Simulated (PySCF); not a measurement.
C2H6AlF, charge -1, doublet, geometry from GFN2-xTB (such geometries of metal compounds can be far from the true shape) (a state made from the parent by changing its charge; the spin is typed, not shown lowest); CCSD(T)/3-21G (PySCF).

Input for PySCF:
```python
from pyscf import gto, scf, cc

mol = gto.Mole()
mol.atom = '''
    Al   -0.26743447   -0.38986576   -0.34817249
    C     1.80861426   -0.08224615   -0.55462333
    H     2.38561298   -0.95346930   -0.21363024
    H     2.22508040    0.78088337   -0.01524576
    H     2.09037588    0.06333279   -1.60829854
    C    -0.57458685   -0.49181827    1.73572816
    H    -1.64201132   -0.60327691    1.97885445
    H    -0.22780708    0.37419314    2.31804546
    H    -0.07905531   -1.36697989    2.17918314
    F    -0.96441243    1.13532868   -0.79992168
'''
mol.basis = '3-21g'
mol.charge = -1
mol.spin = 1
mol.verbose = 4
mol.build()

mf = scf.UHF(mol)
mf.kernel()

mycc = cc.CCSD(mf)
mycc.kernel()
et = mycc.ccsd_t()
print('E(CCSD(T)) = %.10f' % (mycc.e_tot + et))
```

Output, abridged:

```
PySCF version 2.14.0

[INPUT] verbose = 4
[INPUT] num. atoms = 10
[INPUT] num. electrons = 41
[INPUT] charge = -1
[INPUT] spin (= nelec alpha-beta = 2S) = 1
[INPUT] symmetry False subgroup None
[INPUT] Mole.unit = angstrom
[INPUT] Symbol           X                Y                Z      unit          X                Y                Z       unit  Magmom
[INPUT]  1 Al    -0.267434470000  -0.389865760000  -0.348172490000 AA   -0.505377904568  -0.736739511745  -0.657950650208 Bohr   0.0
[INPUT]  2 C      1.808614260000  -0.082246150000  -0.554623330000 AA    3.417785616383  -0.155422698300  -1.048086195994 Bohr   0.0
[INPUT]  3 H      2.385612980000  -0.953469300000  -0.213630240000 AA    4.508155171408  -1.801795845181  -0.403702645525 Bohr   0.0
[INPUT]  4 H      2.225080400000   0.780883370000  -0.015245760000 AA    4.204792561138   1.475655704527  -0.028810310961 Bohr   0.0
[INPUT]  5 H      2.090375880000   0.063332790000  -1.608298540000 AA    3.950237910597   0.119681627805  -3.039243767138 Bohr   0.0
[INPUT]  6 C     -0.574586850000  -0.491818270000   1.735728160000 AA   -1.085811781277  -0.929401833357   3.280050849095 Bohr   0.0
[INPUT]  7 H     -1.642011320000  -0.603276910000   1.978854450000 AA   -3.102951688236  -1.140028137174   3.739492950877 Bohr   0.0
[INPUT]  8 H     -0.227807080000   0.374193140000   2.318045460000 AA   -0.430492990437   0.707122552291   4.380471063691 Bohr   0.0
[INPUT]  9 H     -0.079055310000  -1.366979890000   2.179183140000 AA   -0.149392884593  -2.583217609888   4.118059309870 Bohr   0.0
[INPUT] 10 F     -0.964412430000   1.135328680000  -0.799921680000 AA   -1.822475363826   2.145460266564  -1.511632896302 Bohr   0.0

nuclear repulsion = 147.875848927858
number of shells = 34
number of NR pGTOs = 90
number of NR cGTOs = 52
basis = 3-21g
ecp = {}

******** <class 'pyscf.scf.uhf.UHF'> ********
method = UHF
initial guess = minao
damping factor = 0
level_shift factor = 0
DIIS = <class 'pyscf.scf.diis.CDIIS'>
diis_start_cycle = 1
diis_space = 8
diis_damp = 0
SCF conv_tol = 1e-09
SCF conv_tol_grad = None
SCF max_cycles = 50
direct_scf = True
direct_scf_tol = 1e-13
number electrons alpha = 21  beta = 20
Set gradient conv threshold to 3.16228e-05
init E= -417.791169820868

cycle= 1 E= -418.266363820451  delta_E= -0.475  |g|= 0.425  |ddm|= 1.87
cycle= 2 E= -418.336900992933  delta_E= -0.0705  |g|= 0.235  |ddm|= 0.576
cycle= 3 E= -418.353630907319  delta_E= -0.0167  |g|= 0.0323  |ddm|= 0.177
cycle= 4 E= -418.355499170422  delta_E= -0.00187  |g|= 0.00988  |ddm|= 0.113
cycle= 5 E= -418.355710345801  delta_E= -0.000211  |g|= 0.00482  |ddm|= 0.0345
cycle= 6 E= -418.355765040907  delta_E= -5.47e-05  |g|= 0.00247  |ddm|= 0.0156
cycle= 7 E= -418.355782916013  delta_E= -1.79e-05  |g|= 0.000849  |ddm|= 0.0108
cycle= 8 E= -418.355784799082  delta_E= -1.88e-06  |g|= 0.000265  |ddm|= 0.00358
cycle= 9 E= -418.355784961507  delta_E= -1.62e-07  |g|= 0.000108  |ddm|= 0.000923
cycle= 10 E= -418.355784992052  delta_E= -3.05e-08  |g|= 4.14e-05  |ddm|= 0.00048
cycle= 11 E= -418.355784996549  delta_E= -4.5e-09  |g|= 1.03e-05  |ddm|= 0.000206
cycle= 12 E= -418.355784996775  delta_E= -2.26e-10  |g|= 3.24e-06  |ddm|= 4.31e-05
Extra cycle  E= -418.355784996791  delta_E= -1.67e-11  |g|= 1.83e-06  |ddm|= 1.01e-05
converged SCF energy = -418.355784996791  <S^2> = 0.75128269  2S+1 = 2.0012823

******** <class 'pyscf.cc.uccsd.UCCSD'> ********
CC2 = 0
CCSD nocc = (np.int64(21), np.int64(20)), nmo = (52, 52)
max_cycle = 50
direct = 0
conv_tol = 1e-07
conv_tol_normt = 1e-06
diis_space = 6
diis_start_cycle = 0
diis_start_energy_diff = 1e+09
Init t2, MP2 energy = -0.343492177150085
Init E_corr(UCCSD) = -0.343492177153922
cycle = 1  E_corr(UCCSD) = -0.361023482626855  dE = -0.0175313055  norm(t1,t2) = 0.0869797
cycle = 2  E_corr(UCCSD) = -0.372675189239441  dE = -0.0116517066  norm(t1,t2) = 0.0299722
cycle = 3  E_corr(UCCSD) = -0.374677277888022  dE = -0.00200208865  norm(t1,t2) = 0.0167897
cycle = 4  E_corr(UCCSD) = -0.377514642190241  dE = -0.0028373643  norm(t1,t2) = 0.00733272
cycle = 5  E_corr(UCCSD) = -0.377418021086307  dE = 9.66211039e-05  norm(t1,t2) = 0.00188607
cycle = 6  E_corr(UCCSD) = -0.377345568338363  dE = 7.24527479e-05  norm(t1,t2) = 0.000777903
cycle = 7  E_corr(UCCSD) = -0.377352329958933  dE = -6.76162057e-06  norm(t1,t2) = 0.000299055
cycle = 8  E_corr(UCCSD) = -0.377356468542578  dE = -4.13858365e-06  norm(t1,t2) = 0.000104023
cycle = 9  E_corr(UCCSD) = -0.377356419199698  dE = 4.93428806e-08  norm(t1,t2) = 4.35525e-05
cycle = 10  E_corr(UCCSD) = -0.377356212628129  dE = 2.06571569e-07  norm(t1,t2) = 1.43293e-05
cycle = 11  E_corr(UCCSD) = -0.377356178073046  dE = 3.45550826e-08  norm(t1,t2) = 5.48804e-06
cycle = 12  E_corr(UCCSD) = -0.377356233902818  dE = -5.58297722e-08  norm(t1,t2) = 2.42014e-06
cycle = 13  E_corr(UCCSD) = -0.377356238841718  dE = -4.93889984e-09  norm(t1,t2) = 1.02495e-06
cycle = 14  E_corr(UCCSD) = -0.37735624523306  dE = -6.39134201e-09  norm(t1,t2) = 4.68617e-07
UCCSD converged
E(UCCSD) = -418.7331412420245  E_corr = -0.3773562452330601
UCCSD(T) correction = -0.00738856322201526
E(CCSD(T)) = -418.7405298052
```
